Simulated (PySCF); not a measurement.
CHF₂ (SMILES F[CH]F), doublet, geometry from GFN2-xTB, atoms displaced at random by about 0.03 Å a coordinate; DF-B3LYP/def2-SVP, gradient in PySCF.

Here is a job for PySCF.
```python
from pyscf import gto, scf, dft

mol = gto.M(
    atom='''
C     0.050200    0.005038    0.492318
F    -0.077485    1.091860   -0.215355
F    -0.063567   -1.079990   -0.214348
H     0.839695    0.040028    1.239690
''',
    basis='def2-svp',
    charge=0,
    spin=1,
    verbose=4,
)

mf = dft.UKS(mol)
mf.xc = 'b3lyp'
mf = mf.density_fit(auxbasis='def2-universal-jkfit')
mf.kernel()
g = mf.nuc_grad_method()
grad = g.kernel()
```

Q: Write the output that PySCF gives for this input, abridged.

A: 
```
PySCF version 2.14.0

[INPUT] verbose = 4
[INPUT] num. atoms = 4
[INPUT] num. electrons = 25
[INPUT] charge = 0
[INPUT] spin (= nelec alpha-beta = 2S) = 1
[INPUT] symmetry False subgroup None
[INPUT] Mole.unit = angstrom
[INPUT] Symbol           X                Y                Z      unit          X                Y                Z       unit  Magmom
[INPUT]  1 C      0.050200000000   0.005038000000   0.492318000000 AA    0.094864251453   0.009520440216   0.930346186194 Bohr   0.0
[INPUT]  2 F     -0.077485000000   1.091860000000  -0.215355000000 AA   -0.146425428762   2.063316366368  -0.406961969556 Bohr   0.0
[INPUT]  3 F     -0.063567000000  -1.079990000000  -0.214348000000 AA   -0.120124220560  -2.040885317269  -0.405059015348 Bohr   0.0
[INPUT]  4 H      0.839695000000   0.040028000000   1.239690000000 AA    1.586793578167   0.075641957314   2.342674579362 Bohr   0.0

nuclear repulsion = 71.2562699657259
number of shells = 21
number of NR pGTOs = 79
number of NR cGTOs = 47
basis = def2-svp
ecp = {}

******** <class 'pyscf.df.df_jk.DFUKS'> ********
method = DFUKS
initial guess = minao
damping factor = 0
level_shift factor = 0
DIIS = <class 'pyscf.scf.diis.CDIIS'>
diis_start_cycle = 1
diis_space = 8
diis_damp = 0
SCF conv_tol = 1e-09
SCF conv_tol_grad = None
SCF max_cycles = 50
direct_scf = False
number electrons alpha = 13  beta = 12
XC library pyscf.dft.libxc version 7.1.2
    S. Lehtola, C. Steigemann, M. J. T. Oliveira, and M. A. L. Marques,  SoftwareX 7, 1–5 (2018)
XC functionals = b3lyp
    P. J. Stephens, F. J. Devlin, C. F. Chabalowski, and M. J. Frisch,  J. Phys. Chem. 98, 11623 (1994)
radial grids:
    Treutler-Ahlrichs [JCP 102, 346 (1995); DOI:10.1063/1.469408] (M4) radial grids

becke partition: Becke, JCP 88, 2547 (1988); DOI:10.1063/1.454033
pruning grids: <function nwchem_prune>
grids dens level: 3
symmetrized grids: False
atomic radii adjust function: <function treutler_atomic_radii_adjust>
small_rho_cutoff = 0
Set gradient conv threshold to 3.16228e-05
tot grids = 52456
******** <class 'pyscf.df.df.DF'> ********
auxbasis = def2-universal-jkfit
init E= -238.457322892427

cycle= 1 E= -238.064625376821  delta_E= 0.393  |g|= 0.439  |ddm|= 1.53
cycle= 2 E= -237.984629425027  delta_E= 0.08  |g|= 0.667  |ddm|= 0.648
cycle= 3 E= -238.128646983446  delta_E= -0.144  |g|= 0.0271  |ddm|= 0.399
cycle= 4 E= -238.128927167093  delta_E= -0.00028  |g|= 0.00521  |ddm|= 0.0213
cycle= 5 E= -238.128943343143  delta_E= -1.62e-05  |g|= 0.00305  |ddm|= 0.00952
cycle= 6 E= -238.128946690298  delta_E= -3.35e-06  |g|= 0.00129  |ddm|= 0.00269
cycle= 7 E= -238.12894737284  delta_E= -6.83e-07  |g|= 0.000442  |ddm|= 0.00124
cycle= 8 E= -238.128947481453  delta_E= -1.09e-07  |g|= 7.27e-05  |ddm|= 0.00061
cycle= 9 E= -238.128947485299  delta_E= -3.85e-09  |g|= 1.64e-05  |ddm|= 0.000107
cycle= 10 E= -238.128947485477  delta_E= -1.79e-10  |g|= 2.4e-06  |ddm|= 2.3e-05
Extra cycle  E= -238.128947485484  delta_E= -7.05e-12  |g|= 1.3e-06  |ddm|= 7.4e-06
converged SCF energy = -238.128947485484  <S^2> = 0.7520207  2S+1 = 2.0020197

******** <class 'pyscf.df.grad.uks.Gradients'> for <class 'pyscf.df.df_jk.DFUKS'> ********
unit = Eh/Bohr
grid_response = False
--------------- DFUKS gradients ---------------
         x                y                z
0 C     0.0105846965    -0.0046745094    -0.0231324927
1 F     0.0004637781    -0.0173732347     0.0138193429
2 F    -0.0022718009     0.0188043984     0.0124661653
3 H    -0.0090117334     0.0032161723    -0.0031060734
----------------------------------------------
```
